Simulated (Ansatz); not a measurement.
Relaxation of AlF2H7O4W (15 atoms, charge 0, multiplicity 1), to a largest force component of 0.03 eV/Å in at most 50 steps.

The calculation used RKS PBE/def2-SVP (Ansatz).

```xyz
15
Properties=species:S:1:pos:R:3
W -0.196 -0.231 -0.072
F -0.565 -0.122 1.759
O 1.864 -0.346 0.435
H 2.348 -1.183 0.276
H 0.566 1.247 0.481
F -2.019 0.152 -0.331
O 0.160 -2.100 -0.118
H 0.958 -2.503 0.293
O 0.230 0.383 -1.770
H 0.624 1.120 -2.268
O 1.240 1.991 1.644
Al 2.772 1.031 1.450
H 3.281 0.273 2.777
H 3.793 1.754 0.447
H 0.608 1.573 2.284
```

Q: Where does it end, and by what steps?

A: The forces met the threshold. After 48 steps the energy has fallen by 1.360 eV; H10 moved furthest, 2.29 Å. Parted: O9–H10 (0.97 → 1.45 Å). Joined: H10–O11 (4.06 → 1.06 Å).

```csv
step,energy less start (eV),largest force component (eV/Å),accepted
0,0.0000,0.769,yes
2,-0.1067,0.428,yes
4,-0.1721,0.733,yes
6,-0.2068,0.308,yes
8,-0.2260,0.077,yes
10,-0.2331,0.358,yes
12,-0.2573,0.288,yes
14,-0.3775,0.329,yes
16,-0.6574,0.552,yes
18,-0.9043,0.886,yes
20,-1.0778,0.852,yes
22,-1.1242,0.595,yes
24,-1.1597,0.191,yes
26,-1.1727,0.250,yes
28,-1.1831,0.136,yes
30,-1.1995,0.914,yes
32,-1.2347,0.189,yes
34,-1.2505,0.261,yes
36,-1.2582,0.111,yes
38,-1.2667,0.113,yes
40,-1.2783,0.126,yes
42,-1.3122,0.601,yes
44,-1.3370,0.396,yes
46,-1.3587,0.091,yes
48,-1.3601,0.027,yes
```

```xyz
15
Properties=species:S:1:pos:R:3
W -0.445 -0.525 0.001
F -0.859 -1.993 1.184
O 1.442 -0.438 1.214
H 1.214 -0.550 2.156
H -0.679 0.254 1.507
F -2.127 -0.697 -0.782
O 0.840 -1.532 -0.952
H 1.662 -1.827 -0.506
O -0.081 1.111 -0.574
H 1.027 1.949 -0.176
O 1.930 2.265 0.282
Al 2.874 0.722 0.935
H 3.441 1.169 2.366
H 3.721 0.173 -0.299
H 1.704 2.960 0.928
```

Time of the run: 3 min on 4 threads of Arm Neoverse V2, with other jobs on the host, peak memory 0.26 GiB.
